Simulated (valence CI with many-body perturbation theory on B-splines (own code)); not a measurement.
# E1 transitions of Au73+

Calculated by configuration interaction combined with many-body perturbation theory (CI+MBPT): four valence electrons over a frozen Dirac-Fock core [He], a basis of 11 s, 11 p, 10 d, 8 f, 5 g, 2 h functions for each j, with the one-electron correlation potential Σ1, the two-electron term Σ2, the three-electron term Σ3, Breit, model QED; selected CI, second order for the rest, scaled by the run's own slope (own B-spline code, finite nucleus).

No measured spectrum was set against this ion. As an estimate, large intervals hold to a few tenths of a per cent, small ones and those within an open d or f shell to about a per cent. Among the levels kept, up to 1300 cm⁻¹ of a level comes from second order outside the variational space, and about a tenth of that is noise between levels of different J, which matters for small intervals.

Lines 1 to 50 of 568 in falling wavelength, among levels below 139900 × 10³ cm⁻¹, chosen from the strongest by gf and those to the six lowest levels. Wavelengths and rates use the calculated energies. Electric multipoles are in the length gauge, E1 and E2 with the static RPA response of the core. Weak lines are less certain than strong ones. Lines between different terms over intervals too small for the method are left out, as are lines whose strength nearly cancels. The highest levels of a list are the least certain.

Levels are named by their leading jj configuration (3d3/2^4 stands for four electrons in 3d with j = 3/2), which in mixed levels can hold well under half, so a name can repeat and another be missing. Letters in brackets count levels of one name in rising energy.

| λ vac (Å) | Upper | Lower | A (s⁻¹) | S (a.u.) |
| --- | --- | --- | --- | --- |
| 307.9 | (2s 2p1/2^2 4f7/2) J=3 | (2s 2p1/2^2 4d5/2) J=2 | 1.29e+09 | 1.30e-01 |
| 274.7 | (2s 2p1/2^2 4f7/2) J=4 | (2s 2p1/2^2 4d5/2) J=3 | 1.91e+09 | 1.76e-01 |
| 271.6 | (2s^2 2p1/2 4f7/2) J=4 | (2s^2 2p1/2 4d5/2) J=3 | 1.97e+09 | 1.75e-01 |
| 264.1 | (2s^2 2p1/2 4f7/2) J=3 | (2s^2 2p1/2 4d5/2) J=2 | 2.04e+09 | 1.30e-01 |
| 159.4 | (2s^2 2p1/2 4f5/2) J=2 | (2s^2 2p1/2 4d3/2) J=1 | 7.82e+09 | 7.81e-02 |
| 154.5 | (2s 2p1/2^2 4f5/2) J=3 | (2s 2p1/2^2 4d3/2) J=2 | 9.91e+09 | 1.26e-01 |
| 150.2 | (2s 2p1/2^2 4f5/2) J=2 | (2s 2p1/2^2 4d3/2) J=1 | 9.76e+09 | 8.17e-02 |
| 145.5 | (2s^2 2p1/2 4f5/2) J=3 | (2s^2 2p1/2 4d3/2) J=2 | 1.19e+10 | 1.27e-01 |
| 130.9 | (2s 2p1/2^2 4d5/2) J=3 | (2s 2p1/2^2 4p3/2) J=2 | 2.77e+10 | 2.15e-01 |
| 127.9 | (2s^2 2p1/2 4d5/2) J=3 | (2s^2 2p1/2 4p3/2) J=2 | 2.93e+10 | 2.12e-01 |
| 126.0 | (2s 2p1/2^2 4d5/2) J=2 | (2s 2p1/2^2 4p3/2) J=1 | 2.84e+10 | 1.40e-01 |
| 122.8 | (2s^2 2p1/2 4d5/2) J=2 | (2s^2 2p1/2 4p3/2) J=1 | 2.65e+10 | 1.21e-01 |
| 55.88 | (2s 2p3/2^2 3d5/2) J=3 | (2s 2p3/2^2 3p3/2) J=2 [a] | 4.00e+10 | 2.41e-02 |
| 55.11 | (2s 2p1/2 2p3/2 3d5/2) J=5 | (2s 2p1/2 2p3/2 3p3/2) J=4 | 9.03e+10 | 8.21e-02 |
| 54.98 | (2p1/2^2 2p3/2 3d5/2) J=3 | (2p1/2^2 2p3/2 3p3/2) J=2 | 7.73e+10 | 4.44e-02 |
| 54.85 | (2s 2p1/2 2p3/2 3d5/2) J=2 [d] | (2s 2p1/2 2p3/2 3p3/2) J=1 [d] | 5.66e+10 | 2.30e-02 |
| 54.79 | (2s 2p1/2^2 3d5/2) J=3 | (2s 2p1/2^2 3p3/2) J=2 | 9.22e+10 | 5.24e-02 |
| 54.59 | (2p1/2^2 2p3/2 3d5/2) J=4 | (2p1/2^2 2p3/2 3p3/2) J=3 | 9.66e+10 | 6.98e-02 |
| 54.36 | (2s 2p1/2 2p3/2 3d5/2) J=4 [a] | (2s 2p1/2 2p3/2 3p3/2) J=3 [a] | 8.67e+10 | 6.18e-02 |
| 54.29 | (2s 2p1/2 2p3/2 3d5/2) J=2 [c] | (2s 2p1/2 2p3/2 3p3/2) J=1 [c] | 6.73e+10 | 2.66e-02 |
| 54.25 | (2s 2p1/2 2p3/2 3d5/2) J=4 [b] | (2s 2p1/2 2p3/2 3p3/2) J=3 [b] | 7.43e+10 | 5.27e-02 |
| 54.22 | (2s^2 2p3/2 3d5/2) J=3 | (2s^2 2p3/2 3p3/2) J=2 | 5.92e+10 | 3.26e-02 |
| 54.16 | (2s 2p3/2^2 3d5/2) J=5 | (2s 2p3/2^2 3p3/2) J=4 | 8.86e+10 | 7.64e-02 |
| 54.12 | (2s 2p1/2 2p3/2 3d5/2) J=3 [a] | (2s 2p1/2 2p3/2 3p3/2) J=2 [a] | 6.11e+10 | 3.35e-02 |
| 54.04 | (2s^2 2p3/2 3d5/2) J=4 | (2s^2 2p3/2 3p3/2) J=3 | 6.35e+10 | 4.45e-02 |
| 53.98 | (2s 2p3/2^2 3d5/2) J=4 | (2s 2p3/2^2 3p3/2) J=3 [a] | 6.81e+10 | 4.76e-02 |
| 53.90 | (2s 2p1/2 2p3/2 3d5/2) J=3 [c] | (2s 2p1/2 2p3/2 3p3/2) J=2 [c] | 7.53e+10 | 4.08e-02 |
| 53.86 | (2s^2 2p1/2 3d5/2) J=2 | (2s^2 2p1/2 3p3/2) J=1 | 6.99e+10 | 2.70e-02 |
| 53.77 | (2s 2p1/2 2p3/2 3d5/2) J=3 [d] | (2s 2p1/2 2p3/2 3p3/2) J=2 [d] | 7.69e+10 | 4.13e-02 |
| 53.14 | (2s 2p1/2 2p3/2 3d5/2) J=4 [c] | (2s 2p1/2 2p3/2 3p3/2) J=3 [c] | 9.49e+10 | 6.33e-02 |
| 52.55 | (2s^2 2p1/2 3d5/2) J=3 | (2s^2 2p1/2 3p3/2) J=2 | 9.60e+10 | 4.81e-02 |
| 52.01 | (2s 2p1/2 2p3/2 3d5/2) J=3 [b] | (2s 2p1/2 2p3/2 3p3/2) J=2 [b] | 5.33e+10 | 2.59e-02 |
| 51.74 | (2s 2p1/2^2 3d5/2) J=2 | (2s 2p1/2^2 3p3/2) J=1 | 9.60e+10 | 3.28e-02 |
| 51.58 | (2p1/2^2 2p3/2 3d5/2) J=2 | (2p1/2^2 2p3/2 3p3/2) J=1 | 6.97e+10 | 2.36e-02 |
| 50.40 | (2s 2p1/2 2p3/2 3d5/2) J=2 [a] | (2s 2p1/2 2p3/2 3p3/2) J=1 [a] | 6.17e+10 | 1.95e-02 |
| 47.82 | (2s 2p1/2 2p3/2^2) J=2 [a] | (2s^2 2p3/2^2) J=2 | 3.00e+09 | 8.10e-04 |
| 47.03 | (2s^2 2p1/2 4d3/2) J=1 | (2s^2 2p1/2 4p1/2) J=0 | 2.86e+11 | 4.41e-02 |
| 46.38 | (2s 2p1/2 2p3/2 3p3/2) J=4 | (2s^2 2p3/2 3p3/2) J=3 | 5.50e+10 | 2.44e-02 |
| 46.21 | (2s 2p1/2^2 4d3/2) J=1 | (2s 2p1/2^2 4p1/2) J=1 | 1.56e+11 | 2.28e-02 |
| 45.85 | (2s 2p1/2^2 4d3/2) J=2 | (2s 2p1/2^2 4p1/2) J=1 | 5.26e+11 | 1.25e-01 |
| 45.83 | (2s 2p3/2^2 3d5/2) J=3 | (2s 2p3/2^2 3p3/2) J=3 [a] | 5.18e+10 | 1.72e-02 |
| 45.80 | (2s 2p1/2^2 4d3/2) J=1 | (2s 2p1/2^2 4p1/2) J=0 | 3.48e+11 | 4.95e-02 |
| 45.61 | (2s^2 2p1/2 4d3/2) J=2 | (2s^2 2p1/2 4p1/2) J=1 | 5.22e+11 | 1.22e-01 |
| 45.10 | (2s 2p1/2^2 4p3/2) J=1 | (2s 2p1/2^2 4s) J=0 | 4.35e+11 | 5.91e-02 |
| 44.54 | (2s^2 2p1/2 4p3/2) J=1 | (2s^2 2p1/2 4s) J=1 | 1.58e+11 | 2.07e-02 |
| 44.27 | (2s^2 2p1/2 4p3/2) J=1 | (2s^2 2p1/2 4s) J=0 | 3.65e+11 | 4.69e-02 |
| 44.22 | (2s^2 2p1/2 4d3/2) J=1 | (2s^2 2p1/2 4p1/2) J=1 | 1.68e+11 | 2.15e-02 |
| 44.14 | (2s 2p1/2^2 4p3/2) J=2 | (2s 2p1/2^2 4s) J=1 | 6.74e+11 | 1.43e-01 |
| 43.74 | (2s 2p1/2^2 4p3/2) J=1 | (2s 2p1/2^2 4s) J=1 | 1.85e+11 | 2.29e-02 |
| 43.73 | (2s^2 2p1/2 4p3/2) J=2 | (2s^2 2p1/2 4s) J=1 | 7.01e+11 | 1.45e-01 |
